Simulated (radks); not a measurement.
Results of a calculation; reference values are marked as such.
Valence configurations of the molybdenum ion Mo3+ (all share [Kr]). Level of theory: Dirac Kohn-Sham, PBEsol, spin-unpolarised, spherical densities, finite nucleus; open shells fill j = l - 1/2 first; Fermi nuclear charge, rms radius 4.4091 fm (a radial shooting solver on a logarithmic mesh with Libxc functionals). Energies are relative to 4d3; eigenvalues in eV.

| valence | E (eV) | e(4d3/2) | e(5p1/2) | e(5p3/2) | e(5s1/2) |
|---|---|---|---|---|---|
| 4d3 | 0.000 | -32.981 | - | - | - |
| 4d2.5 5s0.5 | 3.420 | -34.689 | - | - | -27.477 |
| 4d2.5 5p0.5 | 6.380 | -35.123 | -21.845 | - | - |
| 4d2 5s1 | 7.215 | -36.420 | - | - | -28.445 |
| 4d2 5p1 | 13.280 | -37.269 | -22.937 | - | - |
| 4d1 5p2 | 28.751 | -41.552 | -24.898 | - | - |
| 5s2 5p1 | 33.223 | - | -25.801 | - | -32.492 |
| 5s1.5 5p1.5 | 36.572 | - | -26.021 | - | -32.725 |
| 5s1 5p2 | 39.927 | - | -26.236 | - | -32.953 |
| 5p3 | 47.185 | - | -26.709 | -26.180 | - |

NIST lists [Kr] 4d3 as the ground configuration; this level of theory agrees among the configurations tried. The energies are those of spherical spin-averaged densities, not of single terms.
